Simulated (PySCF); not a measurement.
Species: C6H8O.
Atom-mapped SMILES: `[CH3:1]/[CH:2]=[C:3]1[CH:4]=[C:5]\1[O:6][CH3:7]` (hydrogens: H8, H9, H10 on C1; H11 on C2; H12 on C4; H13, H14, H15 on C7)

Cartesian coordinates in Å at the GFN2-xTB level; atoms count from 1:
```
atom  x, y, z in Å
C1    -2.680    0.051   -0.484
C2    -1.219    0.393   -0.459
C3    -0.279   -0.454   -0.104
C4     0.186   -1.760    0.355
C5     1.099   -0.820    0.134
O6     2.365   -0.457    0.130
C7     2.612    0.874   -0.300
H8    -2.833   -0.979   -0.172
H9    -3.240    0.706    0.184
H10   -3.086    0.176   -1.489
H11   -0.957    1.400   -0.758
H12   -0.040   -2.753    0.653
H13    3.685    1.030   -0.205
H14    2.308    1.008   -1.341
H15    2.075    1.591    0.326
```

Method used: PySCF, TDDFT B3LYP/def2-SVPD, vertical, gas phase, core orbitals frozen in the response.

Transition dipole moments from the ground state, in atomic units and in the frame of the coordinates above (overall signs are arbitrary), for the states with f of 0.002 or more among the lowest 8:

| state | E (eV) | μx | μy | μz |
| --- | --- | --- | --- | --- |
| S1 | 4.500 | 0.048 | 0.520 | -0.166 |
| S3 | 5.280 | -0.005 | 0.039 | 0.130 |
| S5 | 5.933 | 0.029 | -0.075 | -0.199 |
| S6 | 6.244 | 0.055 | -0.075 | -0.100 |
| S7 | 6.380 | 0.660 | -0.552 | 0.259 |
| S8 | 6.405 | -0.220 | 0.212 | -0.018 |

**Question.** Work out the oscillator strengths.

**Answer.** f = (2/3) ΔE |μ|² with ΔE in hartree (27.2114 eV).

| state | \|μ\|² (au) | \|μ\| (D) | f |
| --- | --- | --- | --- |
| S1 | 0.301 | 1.39 | 0.033 |
| S3 | 0.018 | 0.34 | 0.002 |
| S5 | 0.046 | 0.54 | 0.007 |
| S6 | 0.019 | 0.35 | 0.003 |
| S7 | 0.807 | 2.28 | 0.126 |
| S8 | 0.094 | 0.78 | 0.015 |

**Question.** Which bond between heavy atoms lies closest to the direction of the S7 transition dipole?

**Answer.** C2–C3, at 2° from it; next C3–C5 at 25°.

**Question.** What angle do the transition dipoles of S1 and S8 make?

**Answer.** |cos θ| = |μa·μb| / (|μa| |μb|) = 0.61, so θ ≈ 52° (taken between 0 and 90°, since the signs are arbitrary).

**Question.** How is the summed strength of these states shared among x, y and z?

**Answer.** (2/3) Σ ΔE μα² gives 0.077 for x, 0.086 for y and 0.023 for z, 0.186 in all.

**Question.** What peak molar absorption coefficient would the strongest computed level give as a lone Gaussian band 0.3 eV wide at half height?

**Answer.** ε(max) = 2.175×10⁸ f / FWHM, with the width in cm⁻¹. S7: 2.175×10⁸ × 0.1262 / 2420 ≈ 11000 L mol⁻¹ cm⁻¹.

One conformer stands for the species.
